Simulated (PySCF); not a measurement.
Mapped SMILES: `[CH3:1][Si:2]1([Cl:3])[O:4][CH:5]=[CH:6][O:7]1`; H(Xn) means a hydrogen on atom n.

Geometry: PBE0-D3(BJ)/def2-SVP; GIAO shifts from PySCF 2.14.0 with density-fitted response routines, gas phase, non-relativistic, averaged over equivalent atoms.

At CAM-B3LYP/pcSseg-1 (158 basis functions, 28 s wall time on 1 thread of an Arm Neoverse V1, shared host):
```tsv
atoms	δ (ppm)
C5/C6	141.5
C1	0.4
Si2	19.2
Cl3	95.3
O4/O7	132.6
H(C5)/H(C6)	6.61
H(C1)	0.63
```

δ = σ(ref) − σ, references computed at the same level: ¹³C (182.45 ppm), ²⁹Si (343.41 ppm), ¹H (31.33 ppm) against TMS; HCl for ³⁵Cl (938.90 ppm); ¹⁷O (338.55 ppm) against H2O.

Q: Predict the values at PBE0/cc-pVTZ on the same geometry.

A: 
| atoms | δ at PBE0/cc-pVTZ | change |
| --- | --- | --- |
| C5/C6 | 136.4 | -5.1 |
| C1 | 0.2 | -0.2 |
| Si2 | 17.9 | -1.3 |
| Cl3 | 98.1 | +2.8 |
| O4/O7 | 133.7 | +1.1 |
| H(C5)/H(C6) | 6.70 | +0.09 |
| H(C1) | 0.69 | +0.06 |

Shifts are taken against calculated references (same method and geometry level): ¹³C (187.29 ppm), ²⁹Si (360.00 ppm), ¹H (31.29 ppm) against TMS; ³⁵Cl (952.42 ppm) against HCl; ¹⁷O (334.84 ppm) vs H2O.

The largest change is at C5/C6 (alkene carbon bearing oxygen). Cost: 288 basis functions, 63 s wall time on 1 thread of an Arm Neoverse V1, shared host.

Experimental scales use liquid or dissolved standards, which lie at an offset from isolated H2O (liquid H2O: subtract about 36 ppm).
